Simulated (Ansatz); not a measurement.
`C[O][Zn]` radical, charge 0, multiplicity 2.

Q: Give a relaxed structure at PBE0-D4/def2-TZVP (Ansatz 0.2.0). (Best estimate.)

A: Ansatz gave: 
Z-matrix (Å, degrees):
```
C
O 1 1.397
H 1 1.099 2 113.1
H 1 1.099 2 113.1 3 -122.8
H 1 1.097 2 108.4 3 118.6
Zn 2 1.829 1 125.4 3 61.7
```
Point group Cs.
